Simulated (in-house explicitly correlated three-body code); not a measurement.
Computed with an exponentially correlated three-body code. Model: two electrons around a point charge, non-relativistic, variational in 260 exponentially correlated functions (energies converged to about 1e-7 hartree, or 1e-8 relative for large Z).

Command:
```bash
python run_hyl.py task.json out
```
Settings (lengths in bohr, energies in hartree):
```
Z                      2.5
screening              0.375
interaction_strength   1
functions              260
states_tried           13
```

Time taken, with all properties: 52 s on 1 thread of Intel(R) Xeon(R) Platinum 8488C (Sapphire Rapids) (shared host).

**Those bound S and P states to n = 4 that converged, binding against the one-electron ion.**

Given: nuclear charge 2.5; Yukawa screening of all interactions 0.375 1/bohr.

Computed: one-electron threshold -2.28413 hartree.

```json
{"term": "1 1S", "energy (hartree)": "-3.5009726", "binding (eV)": "33.112"}
{"term": "2 3S", "energy (hartree)": "-2.32266792", "binding (eV)": "1.0487"}
{"term": "2 1S", "energy (hartree)": "-2.30152019", "binding (eV)": "0.47321"}
```

**Converged states only, values per electron or pair (inverse distances are <exp(-kr)/r>).**

```csv
term,mean r (bohr),mean r squared (bohr²),mean inverse r (1/bohr),mean r12 (bohr),mean inverse r12 (1/bohr),mean cosine,mean p1 dot p2 (bohr⁻²),delta r1 (bohr⁻³),delta r12 (bohr⁻³)
1 1S,0.72474,0.72331,1.8237,1.0986,0.92262,-0.050149,0.20762,3.6758,0.25139
2 3S,2.5238,12.5,1.1251,4.4969,0.088418,-0.007097,0.0037449,2.4782,-
2 1S,3.2659,22.549,1.1039,5.9615,0.067678,-0.0052434,0.0049217,2.4528,0.009503
```

**Static dipole response.**

| state | polarisability (bohr³) |
| --- | --- |
| 1 1S | 0.51562 |
